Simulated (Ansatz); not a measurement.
Frontier orbitals of F2H6N2OSi2 (`N[Si@@H](F)O[Si@@H](N)F`).

```xyz
13

N     1.7506   -1.2750   -1.5182
Si    0.2993   -1.4632   -0.6738
F     0.3654   -2.5463    0.5001
O    -0.0356   -0.0386    0.0247
Si   -0.9058    0.7944    1.1102
N    -0.6993    2.4345    0.7613
F    -2.4156    0.2859    0.9767
H     2.4995   -0.7104   -1.1527
H     2.0842   -1.9826   -2.1509
H    -0.7628   -1.9283   -1.5825
H    -0.5160    0.5162    2.5033
H    -0.6378    2.7641   -0.1879
H    -1.0262    3.1491    1.3896
```

Charge 0, multiplicity 1. The structure was optimised at the PBE0-D4/def2-TZVP level. It is one conformer, not always the lowest. Basis def2-TZVPP, Ansatz.

```tsv
functional	HOMO (eV)	LUMO (eV)	gap (eV)
PBE	-6.52	0.05	6.57
B97M-V	-6.96	0.25	7.21
PBE0	-8.03	0.89	8.92
B3LYP	-7.77	0.52	8.29
HSE06 (plane-wave form)	-7.62	0.52	8.14
BHLYP	-9.45	1.47	10.92
ωB97M-V	-10.46	2.26	12.72
HF	-11.74	3.43	15.17
```

From PBE to PBE0 the HOMO moves by −1.52 eV and the LUMO by +0.83 eV, and with ωB97M-V by −3.94 and +2.21 eV, so the gap grows from 6.57 to 12.72 eV with exact exchange. A positive LUMO is unbound and depends on the basis.

B3LYP here is the variant with VWN-RPA as its local correlation; programs differ in this.
